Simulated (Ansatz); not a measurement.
Name a neutral molecule of C, Ga, O, S and H with LUMO energy (PBE/def2-TZVPP) between -3.55 and -3.25 eV and size of the dipole moment (B3LYP/def2-TZVPP) between 2.60 and 2.90 D (Ansatz, PBE0-D4/def2-TZVP geometry).

`O=[C](S)[GaH2]` (-3.46 eV, 2.85 D). Other molecules can fit too; these were computed, each in one conformer that needn't be the lowest.

B3LYP here is the variant with VWN-RPA as its local correlation; programs differ in this.
